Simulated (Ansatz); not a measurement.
`O[B-]1(Cl)OC(C(F)(F)F)=CC(C(F)(F)F)=[O+]1` and `[CH3][Al-]1([F])[O]C(C(F)(F)F)=CC(C(F)(F)F)=[O+]1` differ in one atom or group.

Ansatz, PBE0-D4/def2-TZVP geometries, multiplicity 1. Each molecule was computed in one conformer, which needn't be the lowest.

```
                                          property  `O[B-]1(Cl)OC(C(F)(F)F)=CC(C(F)(F)F)=[O+]1`
                 LUMO energy (PBE/def2-TZVPP) / eV                                        -4.51
              HOMO–LUMO gap (PBE0/def2-TZVPP) / eV                                         4.94
size of the dipole moment (ωB97M-V/def2-TZVPP) / D                                         2.41
               HOMO energy (B3LYP/def2-TZVPP) / eV                                        -8.47
             HOMO energy (ωB97M-V/def2-TZVPP) / eV                                       -10.97
           HOMO–LUMO gap (ωB97M-V/def2-TZVPP) / eV                                         9.32
```

(1) What does the change do to each property? (Best estimate.)

## Answers

(1) Ansatz gave: 
| property | `[CH3][Al-]1([F])[O]C(C(F)(F)F)=CC(C(F)(F)F)=[O+]1` | shift |
| --- | --- | --- |
| LUMO energy (PBE/def2-TZVPP) / eV | -4.39 | 0.12 |
| HOMO–LUMO gap (PBE0/def2-TZVPP) / eV | 4.93 | -0.01 |
| size of the dipole moment (ωB97M-V/def2-TZVPP) / D | 2.73 | 0.32 |
| HOMO energy (B3LYP/def2-TZVPP) / eV | -8.33 | 0.14 |
| HOMO energy (ωB97M-V/def2-TZVPP) / eV | -10.77 | 0.20 |
| HOMO–LUMO gap (ωB97M-V/def2-TZVPP) / eV | 9.26 | -0.06 |

Dipoles are sizes alone; their direction can turn.

B3LYP here is the variant with VWN-RPA as its local correlation; programs differ in this.
